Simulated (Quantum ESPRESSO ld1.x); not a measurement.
Q: Species: Rb+. Configuration: [Ar] 3d10 4s2 4p5 5s1 (not the ground configuration). Method: scalar-relativistic Kohn-Sham, rPW86 exchange with PBE correlation, spin-unpolarised, spherical densities, point nucleus; computed with ld1.x of Quantum ESPRESSO 7.5. Some entries of the table are withheld. Estimate them.

orbital  occ.  eigenvalue (eV)  <r^2> (bohr^2)  <1/r> (bohr^-1)
1s          2         -15055.4        0.002186            37.89
2s          2         -2021.75         0.03724            8.439
2p          6         -1793.11         0.02940              (1)
3s          2         -311.098          0.2988            2.810
3p          6         -237.674          0.3141            2.654
3d         10         -116.386          0.3379              (2)
4s          2         -43.1390           2.312           0.9390
4p          5         -26.5641           3.164           0.7989
5s          1          -8.2808           17.91           0.3206
4d          0          -6.6558           10.82           0.4424
5p          0          -5.4098           27.59           0.2577
6s          0          -2.7038           86.55           0.1489
4f          0          -1.2317           128.8           0.1118

A: 
(1) 2p <1/r> (bohr^-1): 8.243
(2) 3d <1/r> (bohr^-1): 2.389
